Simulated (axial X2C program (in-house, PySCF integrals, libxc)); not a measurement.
HfF at several levels of theory

Calculated with an in-house all-electron X2C program for linear molecules (integrals from PySCF). Spin-free means the one-electron spin-free X2C Hamiltonian; two-component (2c) means X2C with spin–orbit coupling and atomic mean-field two-electron Coulomb and Gaunt terms, so the difference of the two also holds small scalar two-electron terms. Basis: Hf dyall-cv3z [13s14p9d7f4g], F dyall-av3z [7s6p3d2f] (cores contracted in-house); Gaussian nuclei, density fitting, unrestricted open shells. Masses: Hf 179.947 u, F 18.998 u.

State, spin-free: M_S = 1/2, Λ = 2 (beyond evenly filled blocks: δ+α); electrons by block: σα: 16, σβ: 16, π+α: 8, π+β: 8, π-α: 8, π-β: 8, δ+α: 4, δ+β: 3, δ-α: 3, δ-β: 3, φ+α: 1, φ+β: 1, φ-α: 1, φ-β: 1. Fragments: Hf + F.

State, 2c: Ω = 3/2 (⟨Sz⟩ = -0.48, ⟨Lz⟩ = 1.98 at PBE0); electrons by block: 1/2: 24, -1/2: 24, 3/2: 12, -3/2: 11, 5/2: 4, -5/2: 4, 7/2: 1, -7/2: 1. Fragments: Hf + F.

```
Hamiltonian  level  Re (Å)  ωe (cm⁻¹)  ωexe (cm⁻¹)  Be (cm⁻¹)  αe (cm⁻¹)  De (eV)  D0 (eV)  k (mdyn/Å)  μ (D)
  spin-free   PBE0   1.850      681.2         2.89     0.2865    0.00164     6.75     6.71         4.7  -1.62
  spin-free     HF   1.886      648.7         2.68     0.2757    0.00157     5.09     5.05        4.26  -1.25
  spin-free  TPSSh   1.853      680.0         2.93     0.2857    0.00164     6.74     6.70        4.68  -1.53
         2c   PBE0   1.852      677.8         2.88     0.2861    0.00164      n/a      n/a        4.65  -1.60
         2c     HF   1.890      645.2         2.65     0.2747    0.00155      n/a      n/a        4.21  -1.24
         2c  TPSSh   1.854      677.0         2.92     0.2854    0.00164      n/a      n/a        4.64  -1.52
```

Dipoles are positive if F is the positive end.

One determinant describes the state; a PBE0 search over occupations chose it and may have missed a lower one. Dissociation energies refer to the lowest single-determinant-based atoms at the same level and basis. De is not given where an atomic determinant may have missed its ground term or J level, or where the truncated virtual space spoils (T). Density functionals use the spin component along the axis (collinear). The functionals have no current-density term, which raises determinants with orbital currents, atoms included. The determinant is spin-polarised beyond a pure state at some levels (its spin-free form has ⟨S²⟩ too high), which makes Re and μ there less reliable.

No reliable constants came from MP2 (2c), MP2 (spin-free): no minimum in range, unconverged points, a curve that is not smooth, a change of character along it, or the two Hamiltonians disagreeing along it.

Rough cost a point (2c) on 1 thread(s) of a shared host, integrals apart: PBE0 1.7 s, HF 1.8 s, TPSSh 2.5 s.

The whole task took 8.4 min on 1 thread of Arm Neoverse V1 (shared host).
